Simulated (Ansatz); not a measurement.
Steps of a relaxation of `C[N](C)[Y]([Cl])[Cl]` with RKS PBE0-D4/def2-TZVP.

```sh
$ ansatz run in.yaml --threads 4 --pin off --events-out ev --progress --plain --max-ram 11315MiB
```

```yaml
crystal:
  periodic: [false, false, false]
  atoms:
    - {symbol: C, position_ang: [-0.485260, -0.359100, 1.062560]}
    - {symbol: N, position_ang: [0.597140, 0.295110, 0.335510]}
    - {symbol: C, position_ang: [1.292750, -0.695730, -0.477530]}
    - {symbol: Y, position_ang: [-0.144150, 1.963840, -0.701810]}
    - {symbol: Cl, position_ang: [-1.261430, 0.757420, -2.443330]}
    - {symbol: Cl, position_ang: [-2.151170, 2.562270, 0.486550]}
    - {symbol: H, position_ang: [-0.086990, -1.229970, 1.596910]}
    - {symbol: H, position_ang: [-1.279960, -0.720880, 0.378940]}
    - {symbol: H, position_ang: [-0.921180, 0.326420, 1.798130]}
    - {symbol: H, position_ang: [2.152910, -0.245250, -0.980900]}
    - {symbol: H, position_ang: [0.627290, -1.154960, -1.228860]}
    - {symbol: H, position_ang: [1.660060, -1.499180, 0.173840]}
basis:
  gaussian: {orbitals: def2-TZVP}
hamiltonian: {xc: pbe0, dispersion: d4}
relax: {f_tol: 0.005, max_steps: 150}
```

Positions (Å) and forces (eV/Å) along the path, 11 of 19 steps:

```xyz
12
step=1 energy=-29744.3731 eV
C    -0.485   -0.359    1.063    0.154   -0.006    0.102
N     0.597    0.295    0.336   -0.275   -0.141   -0.475
C     1.293   -0.696   -0.478   -0.225    0.205    0.370
Y    -0.144    1.964   -0.702    0.236    0.041    0.248
Cl   -1.261    0.757   -2.443   -0.041   -0.222   -0.745
Cl   -2.151    2.562    0.487   -0.271    0.510    0.385
H    -0.087   -1.230    1.597   -0.080   -0.073    0.129
H    -1.280   -0.721    0.379    0.117    0.025    0.284
H    -0.921    0.326    1.798   -0.035   -0.203   -0.133
H     2.153   -0.245   -0.981    0.067   -0.073   -0.097
H     0.627   -1.155   -1.229    0.154   -0.004    0.030
H     1.660   -1.499    0.174    0.198   -0.057   -0.098
12
step=3 energy=-29744.7268 eV
C    -0.492   -0.429    1.106    0.091   -0.029   -0.140
N     0.479    0.252    0.253   -0.099   -0.398    0.013
C     1.288   -0.708   -0.480   -0.110    0.020    0.055
Y    -0.295    1.928   -0.718   -0.251   -0.039   -0.084
Cl   -1.142    0.859   -2.768    0.129    0.173   -0.008
Cl   -2.121    2.880    0.633    0.124    0.076   -0.020
H    -0.016   -1.226    1.697   -0.005    0.116   -0.001
H    -1.295   -0.902    0.512    0.110   -0.044    0.143
H    -0.958    0.273    1.801   -0.022   -0.006    0.020
H     2.106   -0.213   -1.017   -0.068    0.002   -0.017
H     0.691   -1.273   -1.217    0.112    0.002    0.076
H     1.754   -1.441    0.198   -0.011    0.126   -0.036
12
step=6 energy=-29744.9703 eV
C    -0.492   -0.530    1.184    0.015   -0.061    0.022
N     0.292    0.143    0.169   -0.055   -0.104    0.028
C     1.214   -0.745   -0.500    0.024   -0.029   -0.029
Y    -0.388    1.894   -0.746   -0.025   -0.074   -0.067
Cl   -0.889    1.283   -3.082    0.072    0.116    0.019
Cl   -2.052    3.063    0.642    0.007    0.031   -0.001
H     0.142   -1.093    1.890   -0.054    0.117   -0.078
H    -1.206   -1.248    0.741    0.122    0.029    0.108
H    -1.067    0.199    1.765   -0.015   -0.077   -0.010
H     1.875   -0.186   -1.179   -0.080   -0.074    0.004
H     0.702   -1.514   -1.102    0.062    0.029    0.078
H     1.870   -1.266    0.219   -0.073    0.096   -0.073
12
step=7 energy=-29745.0255 eV
C    -0.486   -0.554    1.211    0.024   -0.081    0.012
N     0.241    0.112    0.151   -0.072   -0.098    0.033
C     1.187   -0.758   -0.508    0.035   -0.072   -0.013
Y    -0.419    1.872   -0.759   -0.055    0.002   -0.099
Cl   -0.794    1.437   -3.163    0.079    0.089    0.070
Cl   -2.045    3.099    0.628    0.011    0.010   -0.009
H     0.192   -1.037    1.935   -0.055    0.098   -0.068
H    -1.155   -1.341    0.818    0.116    0.062    0.082
H    -1.103    0.163    1.763    0.005   -0.060   -0.019
H     1.798   -0.202   -1.234   -0.087   -0.060    0.018
H     0.698   -1.580   -1.056    0.051    0.038    0.069
H     1.887   -1.210    0.215   -0.055    0.071   -0.076
12
step=8 energy=-29745.0723 eV
C    -0.478   -0.574    1.231   -0.002   -0.102    0.037
N     0.179    0.078    0.121    0.009   -0.051    0.023
C     1.154   -0.775   -0.520    0.057   -0.047   -0.044
Y    -0.465    1.861   -0.765    0.025   -0.097   -0.060
Cl   -0.657    1.568   -3.209    0.054    0.080    0.018
Cl   -2.050    3.130    0.626   -0.038    0.034    0.019
H     0.245   -0.968    1.966   -0.082    0.092   -0.090
H    -1.100   -1.424    0.897    0.113    0.093    0.077
H    -1.132    0.131    1.756    0.000   -0.058    0.002
H     1.707   -0.227   -1.298   -0.094   -0.089    0.040
H     0.696   -1.654   -1.006    0.054    0.077    0.075
H     1.902   -1.147    0.202   -0.095    0.070   -0.096
12
step=10 energy=-29745.1343 eV
C    -0.455   -0.589    1.271    0.035   -0.041   -0.029
N     0.098    0.025    0.083   -0.018   -0.018    0.082
C     1.095   -0.810   -0.549    0.023   -0.035   -0.034
Y    -0.560    1.817   -0.781    0.040   -0.114   -0.179
Cl   -0.374    1.816   -3.259    0.023    0.057    0.171
Cl   -2.106    3.138    0.612   -0.028    0.014    0.007
H     0.325   -0.842    2.007   -0.050    0.048   -0.070
H    -0.994   -1.522    1.036    0.067    0.078    0.028
H    -1.164    0.087    1.762    0.004   -0.023   -0.001
H     1.540   -0.304   -1.418   -0.060   -0.055    0.038
H     0.677   -1.764   -0.910    0.028    0.062    0.045
H     1.917   -1.052    0.144   -0.063    0.025   -0.059
12
step=11 energy=-29745.1571 eV
C    -0.439   -0.588    1.290    0.018    0.009   -0.014
N     0.072    0.000    0.073    0.009   -0.051    0.024
C     1.068   -0.835   -0.560    0.004   -0.006   -0.009
Y    -0.605    1.777   -0.802   -0.010    0.032   -0.144
Cl   -0.251    1.971   -3.252    0.024    0.007    0.132
Cl   -2.146    3.119    0.579   -0.018   -0.001    0.008
H     0.362   -0.783    2.019   -0.005    0.019   -0.013
H    -0.944   -1.547    1.098    0.018    0.010    0.012
H    -1.164    0.079    1.768   -0.008   -0.008    0.013
H     1.464   -0.357   -1.465   -0.019   -0.031    0.006
H     0.663   -1.812   -0.860    0.009    0.014    0.022
H     1.920   -1.024    0.112   -0.023    0.005   -0.037
12
step=12 energy=-29745.1728 eV
C    -0.415   -0.575    1.309   -0.002   -0.011    0.016
N     0.059   -0.008    0.069   -0.035    0.006   -0.047
C     1.033   -0.854   -0.582    0.015    0.000    0.003
Y    -0.636    1.763   -0.809    0.003    0.004   -0.050
Cl   -0.083    2.068   -3.203    0.012    0.009    0.056
Cl   -2.233    3.070    0.546   -0.013    0.002    0.003
H     0.401   -0.725    2.031    0.012    0.004   -0.001
H    -0.892   -1.554    1.151    0.009    0.010    0.013
H    -1.155    0.080    1.782    0.009   -0.002   -0.005
H     1.379   -0.407   -1.521   -0.015   -0.004   -0.007
H     0.623   -1.845   -0.825   -0.007   -0.007    0.010
H     1.918   -1.013    0.051    0.013   -0.010    0.007
12
step=16 energy=-29745.1840 eV
C    -0.378   -0.544    1.325    0.000    0.001   -0.009
N     0.014   -0.044    0.027    0.000   -0.002    0.002
C     0.983   -0.905   -0.613   -0.004    0.000    0.002
Y    -0.719    1.717   -0.841    0.005   -0.003   -0.006
Cl    0.167    2.272   -3.082   -0.003   -0.003    0.010
Cl   -2.363    2.985    0.498    0.000   -0.002    0.001
H     0.480   -0.625    2.008   -0.001    0.002    0.000
H    -0.832   -1.544    1.256    0.000    0.006   -0.001
H    -1.112    0.119    1.796    0.001   -0.001    0.000
H     1.271   -0.511   -1.594   -0.001   -0.003    0.002
H     0.588   -1.920   -0.767    0.001    0.003   -0.001
H     1.901   -1.001   -0.014    0.001    0.000   -0.001
12
step=18 energy=-29745.1841 eV
C    -0.379   -0.538    1.321   -0.003   -0.001    0.002
N     0.018   -0.044    0.022    0.002    0.003   -0.004
C     0.985   -0.910   -0.613    0.000   -0.002   -0.001
Y    -0.719    1.717   -0.841   -0.002   -0.004    0.009
Cl    0.166    2.280   -3.078    0.001    0.001   -0.003
Cl   -2.366    2.971    0.509    0.000    0.002   -0.002
H     0.478   -0.618    2.006    0.001    0.000    0.000
H    -0.836   -1.536    1.256    0.001    0.000    0.000
H    -1.112    0.129    1.788    0.001    0.000   -0.001
H     1.275   -0.521   -1.595    0.000    0.000    0.000
H     0.588   -1.924   -0.763    0.000    0.000    0.000
H     1.902   -1.006   -0.013    0.000    0.000    0.000
12
step=19 energy=-29745.1841 eV
C    -0.378   -0.538    1.321    0.000    0.000    0.004
N     0.019   -0.045    0.022    0.002    0.000   -0.003
C     0.986   -0.911   -0.613    0.001    0.000    0.000
Y    -0.720    1.717   -0.840   -0.002    0.002    0.001
Cl    0.164    2.282   -3.076    0.001    0.000   -0.002
Cl   -2.367    2.974    0.507    0.000    0.000    0.000
H     0.478   -0.618    2.006    0.000    0.000    0.000
H    -0.836   -1.536    1.255   -0.001   -0.002    0.000
H    -1.111    0.129    1.787   -0.001    0.000    0.000
H     1.276   -0.523   -1.595    0.000    0.001    0.000
H     0.588   -1.925   -0.762   -0.001   -0.001    0.000
H     1.903   -1.007   -0.013    0.000    0.000    0.001
```

It took 44 s on 4 threads of an AMD EPYC 9R45 on a shared host, with 0.87 GiB of host memory at the peak.
